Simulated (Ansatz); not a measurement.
Two isomers of C2H5GeN: A = `C1=[N][GeH2][CH2]1`, B = `N=[C]1[CH2][GeH2]1`.

Computed with Ansatz on PBE0-D4/def2-TZVP structures; ΔE is electronic, products minus reactants. CCSD(T)/CBS is the MP2 limit (def2-TZVPP, def2-QZVPP) plus CCSD(T) − MP2 in def2-TZVPP, frozen cores. Functionals use def2-TZVPP. For Ge outer-core shells are correlated without core-valence functions, which leaves a few kJ/mol of doubt a bond. Scalar relativity is left out up to krypton. One conformer a species, not always the lowest.

A:

```xyz
9

C    -0.510    0.902   -0.642
N     0.641    0.760   -1.181
Ge    1.040   -0.642    0.052
C    -0.791   -0.035    0.510
H    -1.226    1.653   -1.002
H     2.184   -0.337    1.034
H     1.218   -2.033   -0.580
H    -0.939    0.461    1.471
H    -1.617   -0.729    0.338
```

B:

Z-matrix (Å, degrees):
```
C
C 1 1.493
Ge 1 1.989 2 65.5
H 1 1.089 2 116.5 3 -110.9
H 1 1.089 2 116.5 3 111.1
N 2 1.252 1 141.3 3 -179.9
H 3 1.526 1 117.0 2 107.3
H 3 1.526 1 117.0 2 -107.4
H 6 1.027 2 110.6 1 -0.0
```

(1) Which is lower in electronic energy at CCSD(T)/CBS, and by how much? (Estimate.)

(2) Give E(B) − E(A) in kcal/mol with B2PLYP, HF/def2-TZVPP, BLYP-D4, MP2/def2-TZVPP, PBE0-D4, CCSD/def2-TZVPP, CCSD(T)/def2-SVP. (Best estimate.)

(3) Does the order hold for the free energy at 298.15 K (harmonic terms from PBE0-D4)? (Best estimate.)

Largest T1 diagnostic: 0.013.

Results:

(1) Computed: A, by 27.0 kcal/mol.

(2) Computed: B2PLYP 26.6, HF/def2-TZVPP 32.2, BLYP-D4 23.0, MP2/def2-TZVPP 28.4, PBE0-D4 25.5, CCSD/def2-TZVPP 28.4, CCSD(T)/def2-SVP 26.7. None reverses the order clearly.

(3) Computed: Yes: G(B) − G(A) = +25.2 kcal/mol, for one conformer each.

From PBE to PBE0 (25 % exact exchange), in def2-TZVPP and without D4, E(B) − E(A) moves by +2.7 kcal/mol. Leaving LDA and LC-ωPBE aside and taking each functional with its dispersion term where it has one, the values, not all of them listed here, spread over 5.4 kcal/mol, from PBE-D4 to PBE-QIDH.
